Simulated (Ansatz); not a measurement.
Cost and result for the atomization energy of `F[Si@@H]1O[C@H]1[SiH3]` (10 atoms, 10 bonds).

Cartesian coordinates in Å:
```
F 0.338 -0.703 -2.988
Si 0.598 -0.670 -1.426
O -0.467 -1.442 -0.459
C -0.579 0.075 -0.293
Si -0.189 0.666 1.434
H 2.038 -0.859 -1.209
H -1.511 0.436 -0.731
H -1.169 0.136 2.417
H -0.234 2.152 1.442
H 1.174 0.208 1.812
```

Total charge 0; spin multiplicity 1. The geometry is a stationary point of PBE0-D4/def2-TZVP. Program: Ansatz. All runs use 4 threads of a server CPU on a shared host. Times are those of one run each, without the atoms' runs, and a repeat can differ threefold. Electronic energies, without spin–orbit coupling; frozen cores. CCSD(T)/CBS adds CCSD(T) − MP2 in def2-TZVPP to the MP2 limit, and its time is that of the two runs behind it. T1 = 0.014. HSE06 is the plane-wave form, built on full-range PBE exchange.

CCSD(T)/CBS is a level of theory with its own doubt, some kJ/mol a heavy atom from the limit and from the frozen cores, so smaller differences don't rank the functionals.

```
                           level  functions  wall time  atomization (kcal/mol)  difference from CCSD(T)/CBS  per bond
          LDA (SPW92)/def2-TZVPP        247      1.1 s                   978.3                        118.7      11.9
            revPBE-D4/def2-TZVPP        247      1.7 s                   844.8                        -14.8      -1.5
             HSE06-D4/def2-TZVPP        247      2.7 s                   849.6                        -10.0      -1.0
         CAM-B3LYP-D4/def2-TZVPP        247      3.3 s                   859.2                         -0.4       0.0
                CCSD(T)/def2-SVP        103      3.4 s                   790.2                        -69.4      -6.9
           r2SCANh-D4/def2-TZVPP        247        4 s                   852.5                         -7.1      -0.7
             PBE-QIDH/def2-TZVPP        247      4.5 s                   846.8                        -12.8      -1.3
               B97M-V/def2-TZVPP        247      4.8 s                   860.1                          0.5       0.1
              ωB97X-V/def2-TZVPP        247      6.5 s                   862.2                          2.6       0.3
ωB97M-V/def2-TZVPP (with forces)        247      8.5 s                   859.4                         -0.2       0.0
                  MP2/def2-QZVPP        461       18 s                   867.6                          8.0       0.8
              CCSD(T)/def2-TZVPP        247       53 s                   833.8                        -25.8      -2.6
               CCSD(T)/CBS(def2)          –       70 s                   859.6                          0.0       0.0
```

In def2-TZVPP, CCSD(T) changes the Hartree–Fock value by +216.0 kcal/mol (the triples alone add +13.5 kcal/mol) and MP2 by +234.2 kcal/mol; breaking electron pairs costs correlation energy, which Hartree–Fock lacks. At CCSD(T), def2-SVP lies −69.4 kcal/mol from the extrapolated value and def2-TZVPP −25.8 kcal/mol: correlation converges slowly with the basis, and small sets miss more of it in the bonded molecule than in its fragments. The D4 term adds +8.5 kcal/mol with B3LYP and +4.4 kcal/mol with PBE0; it sums over pairs of atoms, weighted by their polarisabilities, and B3LYP, whose exchange is more repulsive, gets the larger term.

B3LYP here is the variant with VWN-RPA as its local correlation; programs differ in this.
